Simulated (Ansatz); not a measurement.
Reaction (SMILES): C1CCCSCC1 -> [CH]1CCCCSC1 + H atom (the C-H bond at the site shown breaks; other sites are not compared here)
Structures are relaxed separately at B3LYP-D3(BJ)/def2-TZVP in Ansatz (an electronic-structure program), one conformer each, not searched for the lowest. Frequencies are from Ansatz.

Property: bond dissociation energy (0 K, with B3LYP-D3(BJ) harmonic zero-point energies), in kcal/mol. Correlated levels leave the core frozen unless marked. Open shells are spin-unrestricted. Spin-orbit coupling is left out. No relativistic terms. CBS marks a two-point X^-3 extrapolation of the correlation energy; Hartree-Fock from the larger set. [CCSD(T)-MP2]/basis is that difference in the basis named.

```
level                           program  bond dissociation energy (kcal/mol)
-----------------------  --------------  -----------------------------------
SVWN5/def2-TZVPD                 Ansatz                                101.1
B3LYP/def2-TZVPD                 Ansatz                                 91.7
PBE0/def2-SVP                    Ansatz                                 91.4
B2GP-PLYP-D4/def2-TZVPD  Ansatz + dftd4                                 93.3
```

**Question.** What does RI-MP2/CBS(cc-pV(T+d)Z,cc-pV(Q+d)Z)+[CCSD(T)-MP2]/cc-pV(T+d)Z (Ansatz) give?

**Answer.** 96.6 kcal/mol
